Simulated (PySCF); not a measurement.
# Working with the constants of SrMg

RHF-CCSD(T) constants of SrMg, ¹Σ⁺ (singlet), closed shell (Sr def2-SVPD with ECP28, Mg def2-SVPD; scalar-relativistic core potentials (PySCF 2.14); masses 87.9056 and 23.9850 u):

| Item | Value |
| --- | --- |
| ωe | 41.8 cm⁻¹ |
| ωexe | 1.92 cm⁻¹ |
| Be | 0.04741 cm⁻¹ |
| αe | 0.00167 cm⁻¹ |
| De to Sr + Mg | 0.086 eV |

What force constant and bond length do these constants imply?

Reduced mass μred = 18.844 u; k = 5.8918×10⁻⁷·μred·ωe² (u, cm⁻¹, mdyn/Å) = 0.0194 mdyn/Å; Re = √(16.8576/(μred·Be)) (u, cm⁻¹, Å) = 4.344 Å.

Estimate the centrifugal constant D from the Kratzer relation and find the Dunham coefficient a1.

D = 4Be³/ωe² = 2.44e-07 cm⁻¹; a1 = −1 − αeωe/(6Be²) = -6.18.

Correlated steps freeze 1 core orbital. The bond is weak. Basis-set superposition, not corrected here, can be much of De in a small basis, most of all at correlated wavefunction levels.
